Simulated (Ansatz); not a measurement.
Reactions of C₃H₆O₃, SMILES `COC(O)C=O`.

Computed with Ansatz on PBE0-D4/def2-TZVP structures; ΔE is electronic, products minus reactants. CCSD(T)/CBS is the MP2 limit (def2-TZVPP, def2-QZVPP) plus CCSD(T) − MP2 in def2-TZVPP, frozen cores. This one scheme is used for every species. DFT in def2-TZVPP. def2 core potentials past Kr. For Sn outer-core shells are correlated without core-valence functions, which leaves a few kJ/mol of doubt a bond. Each species was taken in one conformer, which may not be the lowest.

```csv
reaction,PBE-D4 (kcal/mol),CCSD/CBS(def2) (kcal/mol),PBE0-D4 (kcal/mol),MP2/CBS(def2) (kcal/mol),CCSD(T)/CBS(def2) (kcal/mol)
`COC(O)C=O` + H₂ → `COCO` + `C=O`,-3.3,-5.7,-4.1,-3.7,-4.4
`COC(O)C=O` + H–F → `O=CC(O)F` + CH₃OH,2.5,4.9,3.4,6.7,5.4
`COC(O)C=O` + `[OH][SnH3]` → `O=C[O][SnH3]` + `COCO`,-19.2,-15.9,-18.3,-16.7,-16.4
`COC(O)C=O` + `C#CCO` → `C#CCOC=O` + `COCO`,-12.1,-9.3,-11.0,-10.4,-9.7
```

Largest T1 diagnostic: 0.017, for `O=C[O][SnH3]`.
